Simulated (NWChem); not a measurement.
# sulfur difluoride (SF2); SMILES FSF

Computed with NWChem. Geometry: optimised at PBE-D3(BJ)/def2-SVP. Level PBE/def2-SVP: energy and gradient; each run changes one setting, and changes count from the defaults (medium grid, exact Coulomb integrals, symmetry on).

Question: Which setting moves the energy most, and by about how much (extra-fine grid; Coulomb fitting, Weigend set; Becke weights; defaults; coarse grid)?

Answer: Coulomb fitting, Weigend set, by about 300 μHa.
```json
[
 {"setting": "defaults", "size of the energy change (μHa)": "< 10", "largest change of a gradient component (μHa/bohr)": "< 30"},
 {"setting": "extra-fine grid", "size of the energy change (μHa)": "< 10", "largest change of a gradient component (μHa/bohr)": "< 30"},
 {"setting": "Becke weights", "size of the energy change (μHa)": "< 10", "largest change of a gradient component (μHa/bohr)": "50"},
 {"setting": "Coulomb fitting, Weigend set", "size of the energy change (μHa)": "300", "largest change of a gradient component (μHa/bohr)": "50"},
 {"setting": "coarse grid", "size of the energy change (μHa)": "< 10", "largest change of a gradient component (μHa/bohr)": "60"}
]
```
